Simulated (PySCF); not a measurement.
C₇H₆.
Bonds: C1–C2 (triple), C2–C3, C3–C4 (triple), C4–C5, C5–C6, C6–C7, C5–C7. Hydrogens: H8 on C1; H9 on C5; H10, H11 on C6; H12, H13 on C7.

Computed with core-valence-separated Tamm–Dancoff BHandHLYP/aug-pcX-1 (pcseg-1 on H) in PySCF, non-relativistic, gas phase, PBE0-D3(BJ)/def2-SVP geometry.

Computed carbon K-edge spectrum, Gaussian lines of 0.6 eV full width, highest printed point 100; it ends one width below the last computed root. BHandHLYP without relativity tends to put these K edges a few eV too low, so spacings mean more than positions.

```
photon energy (eV)  absorption
             282.3           0
             282.4           1
             282.5           1
             282.6           4
             282.7           8
             282.8          16
             282.9          29
             283.0          45
             283.1          63
             283.2          80
             283.3          93
             283.4         100
             283.5          99
             283.6          92
             283.7          80
             283.8          64
             283.9          48
             284.0          32
             284.1          19
             284.2          10
             284.3           5
             284.4           2
             284.5           1
             284.6           0
             284.7           0
             284.8           0
             284.9           0
             285.0           0
             285.1           1
             285.2           3
             285.3           6
             285.4          10
             285.5          17
             285.6          24
             285.7          30
             285.8          34
             285.9          36
             286.0          35
             286.1          33
             286.2          31
             286.3          28
             286.4          25
             286.5          22
             286.6          18
             286.7          15
             286.8          13
             286.9          11
```

Q: Where are the maxima, and which lines make them up?

A: 2 maxima:
- 283.4 eV: C4 (alkyne carbon), 283.36 eV, f = 0.063, 1s→π*, 21 % of the height at the exact maximum; C4 (alkyne carbon), 283.44 eV, f = 0.060, 21 % of the height at the exact maximum; C1 (terminal alkyne carbon), 283.28 eV, f = 0.058, 17 % of the height at the exact maximum; C2 (alkyne carbon), 283.66 eV, f = 0.051, 1s→π*, 12 % of the height at the exact maximum
- 285.9 eV: C6/C7 (three-membered-ring carbon), 285.73 eV, f = 0.061, sum of 2, 45 % of the height at the exact maximum; C6/C7 (three-membered-ring carbon), 286.00 eV, f = 0.032, sum of 2, 31 % of the height at the exact maximum

Further lines of some strength in the range: C1, 283.11 eV, f = 0.058; C3, 283.53 eV, f = 0.025; C2, 283.73 eV, f = 0.030; C3, 283.82 eV, f = 0.047; C5, 286.11 eV, f = 0.009.

Roots within 0.03 eV on the same or equivalent atoms count as one line; shares under 12 % aren't listed.

Vibrational structure and lifetime widths aren't in the curve. The ionisation threshold wasn't computed; near and above it a finite basis only mimics Rydberg series and continuum.

Cost: about 40 s of CPU time on one thread; the machine was shared, so the figure is rough.
